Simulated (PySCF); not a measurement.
CH2ClFO2Si, SMILES O=CO[Si@@H](F)Cl.

The structure is a stationary point at B3LYP-D3(BJ)/def2-SVP. The structure was generated by enumeration; whether it is a known compound was not checked. One conformer was computed; it need not be the lowest.

The numbers are results of PySCF with SMD-ωB97X/6-31G*, not measurements.

Solvation free energies are E(SMD) − E(gas) at the gas-phase geometry, for 1 M in both phases. In vacuum the dipole moment is 2.82 D.

| solvent | ΔG(solv) (kcal/mol) | its non-electrostatic (CDS) part | dipole (D) |
|---|---|---|---|
| water | ? | ? | ? |
| diethylether | -4.4 | -1.4 | 3.29 |
| toluene | -3.0 | -1.0 | 3.13 |

Q: What belongs in the gaps? (Estimate from the structure and the level; the computed values follow.)

A: 
- water, ΔG(solv) (kcal/mol): -1.9
- water, its non-electrostatic (CDS) part: 4.8
- water, dipole (D): 3.76
